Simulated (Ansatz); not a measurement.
Consider the redistribution: `CO[Si](C)(N)Br` + `[BH2][AlH][OH]` → `C[Si](N)(O)Br` + `[BH2][AlH][O]C`.

Computed with Ansatz on PBE0-D4/def2-TZVP structures; ΔE is electronic, products minus reactants. CCSD(T)/CBS adds triple-zeta CCSD(T) − MP2 to the extrapolated MP2 energy (def2 sets, frozen cores). Functionals use def2-TZVPP. For Br outer-core shells are correlated without core-valence functions, which leaves a few kJ/mol of doubt a bond. Scalar relativity is left out up to krypton. One conformer a species, not always the lowest.

`CO[Si](C)(N)Br`:

```xyz
14

C    -1.221   -0.868    1.657
O    -0.684    0.226    0.947
Si    0.458    0.103   -0.211
C     0.778    1.833   -0.770
N     0.031   -1.009   -1.426
Br    2.323   -0.777    0.668
H    -2.113   -0.526    2.185
H    -0.500   -1.245    2.389
H    -1.497   -1.684    0.983
H     1.032    2.470    0.079
H    -0.116    2.243   -1.249
H     1.598    1.859   -1.489
H     0.627   -1.776   -1.682
H    -0.715   -0.849   -2.081
```

`[BH2][AlH][OH]`:

Z-matrix (Å, degrees):
```
B
Al 1 2.121
H 1 1.199 2 122.7
H 1 1.199 2 122.7 3 -178.8
O 2 1.703 1 116.4 3 -90.7
H 2 1.595 1 125.1 3 89.3
H 5 0.956 2 123.0 1 179.9
```

`C[Si](N)(O)Br`:

Z-matrix (Å, degrees):
```
C
Si 1 1.848
H 1 1.093 2 109.9
H 1 1.093 2 110.9 3 -120.2
H 1 1.091 2 110.6 3 120.2
N 2 1.694 1 110.1 3 62.0
O 2 1.637 1 114.9 3 -58.0
Br 2 2.263 1 106.5 3 -173.8
H 6 1.007 2 120.7 1 42.1
H 6 1.007 2 120.1 1 -170.5
H 7 0.958 2 116.3 1 -97.8
```

`[BH2][AlH][O]C`:

Z-matrix (Å, degrees):
```
C
O 1 1.395
H 1 1.099 2 112.9
H 1 1.095 2 110.2 3 120.6
H 1 1.095 2 110.3 3 -120.6
Al 2 1.693 1 134.4 3 0.3
B 6 2.129 2 120.5 1 0.1
H 6 1.586 2 114.6 1 -179.9
H 7 1.200 6 122.9 2 91.0
H 7 1.200 6 122.9 2 -90.4
```

| level | ΔE (kJ/mol) |
| --- | --- |
| r2SCAN-D4 | 4.0 |
| PBE0-D4 | 5.2 |
| B2PLYP | 5.7 |
| PBE | 1.4 |
| HF/def2-TZVPP | 4.2 |
| MP2/def2-TZVPP | 10.3 |
| SCS-MP2/def2-TZVPP | 9.0 |
| CCSD(T)/def2-TZVPP | 8.5 |

What does CCSD(T)/CBS give? (Best estimate.)

The calculation gave: +9.2 kJ/mol. The listed levels differ from it by -5.2, -4.0, -3.5, -7.8, -5.0, 1.1, -0.2, -0.7 kJ/mol.

Largest T1 diagnostic among the species: 0.012.

The D4 term adds +3.7 kJ/mol with B3LYP and +2.2 kJ/mol with PBE0; it sums over pairs of atoms, weighted by their polarisabilities, and B3LYP, whose exchange is more repulsive, gets the larger term. In def2-TZVPP, CCSD(T) changes the Hartree–Fock value by +4.3 kJ/mol (the triples alone add +0.4 kJ/mol) and MP2 by +6.1 kJ/mol.

B3LYP here is the variant with VWN-RPA as its local correlation; programs differ in this.
